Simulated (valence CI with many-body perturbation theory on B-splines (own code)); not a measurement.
Ru3+: electric-dipole lines

Method: valence CI with perturbative core correlation (CI+MBPT): five valence electrons over a frozen Dirac-Fock core [Kr], a basis of 7 s, 7 p, 8 d, 6 f, 4 g, 1 h functions for each j, with the one-electron correlation potential Σ1 (screened to all orders), the two-electron term Σ2, the three-electron term Σ3, Breit, model QED; selected single and double excitations, second order for the rest, scaled by the run's own slope (own B-spline code, finite nucleus).

No measured levels were compared; by estimate terms of the open shell hold to 2 to 4 % of their energy, and close levels can change places; different configurations can be misplaced against each other by 1,000 to 8,000 cm⁻¹. Among the levels kept, up to 2700 cm⁻¹ of a level comes from second order outside the variational space, and about a tenth of that is noise between levels of different J, which matters for small intervals.

Lines 1 to 50 of 573 in falling wavelength, among levels below 175996 cm⁻¹, chosen from the strongest by gf and those to the six lowest levels. Wavelengths and rates use the calculated energies, so an error of 2000 cm⁻¹ moves a line at 2187 Å by 4.4 % and its rate by three times that or more. Electric multipoles are in the length gauge, E1 and E2 with the static RPA response of the core. Weak lines are less certain than strong ones. Lines between different terms over intervals too small for the method are left out, as are lines whose strength nearly cancels. Where a level lies close to another of its J and parity, the split of strength between their lines is uncertain. The highest levels of a list are the least certain.

Names give the largest LS component (configuration and term), which can be under half, so a name can repeat, a term be missing and a line seem to break the LS rules; names also repeat where a configuration has a term twice. Letters in brackets count levels of one name in rising energy.

```csv
λ vac (Å),Upper,Lower,A (s⁻¹),log gf,Branch %
2187,4d4 5p 4G°_9/2 [a],4d4 5s 2F_7/2 [a],3.11e+07,-0.65,2.3
2185,4d4 5p 6D°_5/2,4d4 5s 4D_7/2 [a],4.74e+07,-0.69,3.1
2182,4d4 5p 4H°_13/2 [a],4d4 5s 2H_11/2,3.25e+07,-0.49,3.3
2147,4d4 5p 2D°_3/2 [a],4d4 5s 2F_5/2 [a],9.46e+07,-0.58,4.9
2118,4d4 5p 4I°_9/2,4d4 5s 2H_9/2,3.71e+07,-0.60,3.5
2114,4d4 5p 4H°_11/2 [b],4d4 5s 2G_9/2 [b],4.55e+07,-0.44,2.9
2114,4d4 5p 4G°_9/2 [a],4d4 5s 2H_11/2,4.26e+07,-0.54,3.1
2113,4d4 5p 2F°_7/2 [a],4d4 5s 2G_9/2 [b],5.16e+07,-0.56,2.7
2104,4d4 5p 2G°_7/2 [a],4d4 5s 2H_9/2,9.22e+07,-0.31,6.7
2098,4d4 5p 4F°_5/2 [b],4d4 5s 2G_7/2 [a],6.07e+07,-0.62,2.4
2097,4d4 5p 6D°_9/2,4d4 5s 4D_7/2 [a],9.05e+07,-0.22,9.0
2087,4d4 5p 4P°_5/2 [a],4d4 5s 4D_7/2 [a],1.71e+08,-0.17,10.2
2083,4d4 5p 4H°_9/2 [b],4d4 5s 2G_7/2 [a],7.80e+07,-0.29,4.3
2077,4d4 5p 4G°_5/2 [c],4d4 5s 2G_7/2 [a],6.04e+07,-0.63,2.2
2072,4d4 5p 4G°_9/2 [b],4d4 5s 2F_7/2 [a],3.71e+07,-0.62,2.4
2068,4d4 5p 6D°_7/2,4d4 5s 4D_5/2 [a],4.41e+07,-0.65,4.5
2066,4d4 5p 6D°_3/2,4d4 5s 4D_5/2 [a],9.24e+07,-0.63,6.9
2061,4d4 5p 2I°_13/2 [a],4d4 5s 2I_13/2,4.98e+07,-0.35,4.8
2039,4d4 5p 4H°_11/2 [b],4d4 5s 2G_9/2 [a],3.53e+07,-0.58,2.3
2029,4d4 5p 4H°_7/2 [a],4d4 5s 4F_5/2 [a],5.61e+07,-0.56,5.5
2022,4d4 5p 2H°_11/2 [b],4d4 5s 2G_9/2 [b],3.20e+07,-0.63,2.5
2016,4d4 5p 2F°_5/2 [c],4d4 5s 2F_5/2 [b],8.54e+07,-0.51,3.2
2007,4d4 5p 4G°_9/2 [b],4d4 5s 2H_11/2,6.74e+07,-0.39,4.3
1999,4d4 5p 2F°_7/2 [d],4d4 5s 2F_7/2 [b],1.45e+08,-0.16,6.7
1993,4d4 5p 4P°_5/2 [a],4d4 5s 4D_3/2 [a],7.33e+07,-0.58,4.4
1992,4d4 5p 4F°_5/2 [a],4d4 5s 4D_5/2 [a],9.73e+07,-0.46,5.1
1976,4d4 5p 4F°_3/2 [a],4d4 5s 4D_3/2 [a],1.16e+08,-0.56,5.9
1976,4d4 5p 4F°_5/2 [c],4d4 5s 4D_3/2 [b],6.45e+07,-0.65,2.1
1974,4d4 5p 4F°_7/2 [b],4d4 5s 4D_5/2 [b],5.06e+07,-0.63,1.6
1973,4d4 5p 4D°_7/2 [b],4d4 5s 2H_9/2,7.03e+07,-0.48,3.4
1971,4d4 5p 4D°_7/2 [c],4d4 5s 2G_9/2 [a],5.39e+07,-0.60,2.5
1965,4d4 5p 4F°_5/2 [d],4d4 5s 2F_7/2 [a],6.65e+07,-0.64,3.2
1959,4d4 5p 4F°_7/2 [a],4d4 5s 4D_5/2 [a],3.00e+08,0.14,15.7
1957,4d4 5p 4I°_11/2,4d4 5s 4G_9/2,4.19e+07,-0.54,3.5
1956,4d4 5p 4F°_9/2 [a],4d4 5s 4D_7/2 [a],2.63e+08,0.18,14.9
1954,4d4 5p 2H°_11/2 [b],4d4 5s 2G_9/2 [a],9.29e+07,-0.20,7.4
1951,4d4 5p 4F°_5/2 [a],4d4 5s 4D_3/2 [a],2.62e+08,-0.05,13.6
1947,4d4 5p 2G°_7/2 [b],4d4 5s 2G_9/2 [a],4.66e+07,-0.67,2.3
1947,4d4 5p 4F°_3/2 [a],4d4 5s 4D_1/2 [a],2.84e+08,-0.19,14.5
1945,4d4 5p 2P°_1/2 [a],4d4 5s 2P_3/2 [a],1.90e+08,-0.67,19.3
1942,4d4 5p 4F°_9/2 [b],4d4 5s 4D_7/2 [b],4.53e+07,-0.59,1.2
1940,4d4 5p 4D°_5/2 [b],4d4 5s 4P_5/2 [a],8.58e+07,-0.54,5.1
1940,4d4 5p 2I°_13/2 [a],4d4 5s 2H_11/2,2.09e+08,0.22,20.3
1933,4d4 5p 4G°_11/2 [a],4d4 5s 4G_11/2,1.24e+08,-0.08,6.0
1927,4d4 5p 2F°_7/2 [a],4d4 5s 2F_7/2 [a],8.76e+07,-0.41,4.6
1925,4d4 5p 4G°_5/2 [a],4d4 5s 4F_3/2 [a],1.72e+08,-0.24,18.1
1923,4d4 5p 2P°_3/2 [a],4d4 5s 2P_1/2 [a],1.18e+08,-0.58,4.6
1921,4d4 5p 2I°_11/2 [a],4d4 5s 2H_9/2,2.35e+08,0.19,12.8
1920,4d4 5p 4G°_5/2 [a],4d4 5s 4F_7/2 [a],6.50e+07,-0.67,6.8
1920,4d4 5p 2P°_3/2 [b],4d4 5s 2D_5/2 [a],2.61e+08,-0.24,12.2
```
